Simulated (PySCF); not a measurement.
Compound: C5H4F2O.
Bonds: F1–C2, C2–C3 (double), C3–O4, O4–C5, C5–F6, C5–C7 (double), C7–C8, C2–C8. Hydrogens: H9 on C3; H10 on C7; H11, H12 on C8.

Linear response at B3LYP/def2-SVPD (PySCF, frozen core in the response, non-relativistic). Geometry: PBE0-D3(BJ)/def2-SVP; no solvent, vibrations or thermal averaging.

Static isotropic polarisability: 60.51 au (8.97 Å³), principal values 42.1, 64.6, 74.8 au.

(1) What is the polarisability at 1064 nm and at the sodium D line?

(2) What is the isotropic C6 coefficient between two such molecules, C6 = (3/π)∫α(iω)² dω?

(3) Which effective excitation energy ω̄ makes London's formula C6 = (3/4)α²ω̄ exact here?

(4) What three-body coefficient follows from the one-pole estimate C9 = (3/4)·α·C6?

(5) What n − 1 at the D line would an ideal gas of it have at 273.15 K and 1 atm (2.6868 × 10¹⁹ cm⁻³), by n − 1 = 2π·N·α′?

(6) How anisotropic is the static polarisability, by Δα² = ½[(α1 − α2)² + (α2 − α3)² + (α3 − α1)²]?

Answers

(1) 61.01 au at 1064 nm (+0.8 %), 62.21 au at 589.3 nm (+2.8 %). The rise at 589.3 nm is 3.39 times that at 1064 nm; a pure ω² law gives 3.26. The lowest singlet lies at 243 nm, shorter than both wavelengths.

(2) 1650 au (Eh·bohr⁶) by a ten-point quadrature over imaginary frequencies, which is 986 eV·Å⁶ or 95.1 J·nm⁶/mol.

(3) ω̄ = 4·C6/(3α²) = 0.601 Eh = 16.3 eV. A one-pole form α(ω) = α/(1 − ω²/ω̄²) fitted to the 1064 nm value gives 12.9 eV.

(4) 74900 au. This is an estimate from the two numbers above, not a computed integral.

(5) 15.56 × 10⁻⁴, a formal value whether or not that pressure can be reached.

(6) Δα = 29.0 au, or 0.48 of the isotropic value.
